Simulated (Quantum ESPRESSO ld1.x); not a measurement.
The numbers below are computed, except where a source is named.
Problem. These are the eigenvalues of the occupied orbitals of an atom or ion with whole-number occupations (hartree). Level of theory: Dirac Kohn-Sham, PBE, spin-unpolarised, spherical densities, point nucleus (ld1.x of Quantum ESPRESSO 7.5).

| orbital | eigenvalue |
|---|---|
| 1s1/2 | -3270.81 |
| 2s1/2 | -748.287 |
| 2p1/2 | -729.250 |
| 2p3/2 | -655.606 |
| 3s1/2 | -304.877 |
| 3p1/2 | -298.057 |
| 3p3/2 | -278.121 |

Which element is it, and in what charge state? The configuration may be excited. Open shells, if any, are shared by 2j + 1.

Solution. Z = 80, mercury, charge +67: Hg67+ in [Ne] 3s2 3p1. The list shows which subshells hold electrons but not how many an open one holds; the 1s level, -3270.8 hartree, gives Z - s = 80.9 by -(Z - s)^2/2, which with screening and relativity narrows Z to a few neighbours, and the depths of the outer levels then fix element, charge and occupations together.
